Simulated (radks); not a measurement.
Question: Bi XII, 72 electrons, occupied as [Xe] 4f14 5d4 (the NIST ground configuration). All-electron calculation, Dirac Kohn-Sham, LB94 model potential, spin-unpolarised, spherical densities, finite nucleus; open shells fill j = l - 1/2 first; Fermi nuclear charge, rms radius 5.5211 fm. Program: a radial shooting solver on a logarithmic mesh with Libxc functionals. Some entries of the table are withheld. Estimate them.

| orbital | occ. | eigenvalue (Ry) | <r> (bohr) |
|---|---|---|---|
| 1s1/2 | 2 | -6684.131 | 0.01578 |
| 2s1/2 | 2 | (1) | 0.06568 |
| 2p1/2 | 2 | -1168.101 | 0.05375 |
| 2p3/2 | 4 | -996.3318 | 0.06281 |
| 3s1/2 | 2 | -304.6292 | 0.1707 |
| 3p1/2 | 2 | (2) | 0.1612 |
| 3p3/2 | 4 | (3) | 0.1776 |
| 3d3/2 | 4 | -210.5515 | 0.1541 |
| 3d5/2 | 6 | -202.3849 | 0.1591 |
| 4s1/2 | 2 | -81.10804 | 0.3770 |
| 4p1/2 | 2 | -71.98634 | 0.3774 |
| 4p3/2 | 4 | -62.55834 | 0.4121 |
| 4d3/2 | 4 | -47.57555 | (4) |
| 4d5/2 | 6 | -45.80590 | (5) |
| 4f5/2 | 6 | -26.35104 | 0.4326 |
| 4f7/2 | 8 | -25.93615 | 0.4385 |
| 5s1/2 | 2 | -25.75220 | 0.8074 |
| 5p1/2 | 2 | -22.45076 | (6) |
| 5p3/2 | 4 | -20.38496 | (7) |
| 5d3/2 | 4 | -15.45551 | 1.043 |
| 5d5/2 | 0 | -15.13902 | 1.066 |

Answer: 
(1) 2s1/2 eigenvalue (Ry): -1213.601
(2) 3p1/2 eigenvalue (Ry): -283.7155
(3) 3p3/2 eigenvalue (Ry): -245.2862
(4) 4d3/2 <r> (bohr): 0.4151
(5) 4d5/2 <r> (bohr): 0.4260
(6) 5p1/2 <r> (bohr): 0.8485
(7) 5p3/2 <r> (bohr): 0.9222
